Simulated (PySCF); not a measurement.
**Electron correlation in Se²⁰⁺ (selenium, charge +20)**

[Ne] 3s2 3p2, high-spin 3P determinant. All numbers are calculated (PySCF 2.14, no relativity, point nucleus, in an even-tempered Gaussian basis (17 s from 1.9 bohr⁻², ratio 2.5; 11 p from 2.4 bohr⁻², ratio 2.5; 5 d from 11 bohr⁻², ratio 2.7; 4 f from 17 bohr⁻², ratio 2.7)). Frozen: 1s2; 12 electrons correlated; the 18 highest virtual orbitals of each spin left out.

```json
{"level": "CCSD", "correlation energy (mhartree)": "-485.54"}
{"level": "(T)", "correlation energy (mhartree)": "-2.26"}
{"level": "CCSD(T)", "correlation energy (mhartree)": "-487.80"}
```

Diagnostics: T1 = 0.0017, D1 = 0.0074, largest double amplitude 0.086.

Spin-orbit coupling is strong in this species (close to jj coupling), so the high-spin LS determinant is a model state, not a physical level.

Cost of the coupled-cluster step: roughly 29 core-seconds, for 12 correlated electrons.

At this charge a non-relativistic calculation is a model, useful for the Z dependence of the correlation energy.

Spin-orbit coupling is strong in this species, so the high-spin LS determinant is a model state.
